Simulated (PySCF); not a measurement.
This singlet lies within 0.05 eV of the relaxed quintet at the level TPSSh-D3(BJ)/def2-TZVP // r2SCAN-D4/def2-SVP (PySCF).

B3LYP has the VWN-RPA correlation part, as in Gaussian. 

Cartesian coordinates (Å):
```xyz
19

Co     0.0604    -0.0203    -0.0042
O      1.1990    -1.3135    -0.8576
H      2.0867    -1.0136    -1.1565
H      0.8855    -1.9629    -1.5250
O      1.5482     1.1958    -0.0720
H      2.1356     1.2433     0.7155
H      1.4939     2.1077    -0.4340
O     -0.6326     0.7052    -1.6446
H     -1.3916     0.2414    -2.0644
H     -0.0688     1.0365    -2.3779
O     -1.4087    -1.2603    -0.0413
H     -2.2245    -1.0168     0.4512
H     -1.3064    -2.2329     0.0532
O      0.7667    -0.6432     1.6722
H      1.3622    -1.4258     1.6544
H      0.2365    -0.7157     2.4962
O     -1.1104     1.1944     0.9183
H     -1.6071     1.8491     0.3778
H     -0.8774     1.6471     1.7587
```
Charge +3, spin multiplicity 1.

Question: What is the computed charge on the central atom (Mulliken), LUMO, HOMO, HOMO–LUMO gap and charge on the central atom (meta-Löwdin) (B3LYP-D3(BJ)/def2-TZVP // r2SCAN-D4/def2-SVP in PySCF)?

Answer: 
| Property | Value |
|---|---|
| charge on the central atom (Mulliken) | 0.52 e |
| LUMO | -18.28 eV |
| HOMO | -23.68 eV |
| HOMO–LUMO gap | 5.40 eV |
| charge on the central atom (meta-Löwdin) | 1.41 e |
